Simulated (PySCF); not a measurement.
A structure optimised at B3LYP-D3(BJ)/def2-SVP, used in a PySCF frequency run:

```xyz
7

C      1.1542     0.0005     0.0000
N      0.4804    -1.1190     0.0000
N     -0.7953    -0.6424     0.0000
C     -0.7863     0.7121     0.0000
N      0.4675     1.1449     0.0000
H     -1.5846    -1.2807     0.0000
H     -1.6905     1.3210     0.0000
```
Charge 0, spin multiplicity 2.

Question: Write its SMILES, formula and point group.

Answer: [c]1nc[nH]n1, C2H2N3, Cs

Question: What are its rotational constants (standard atomic weights)?

Answer: 11.531, 9.8733, 5.3189 GHz
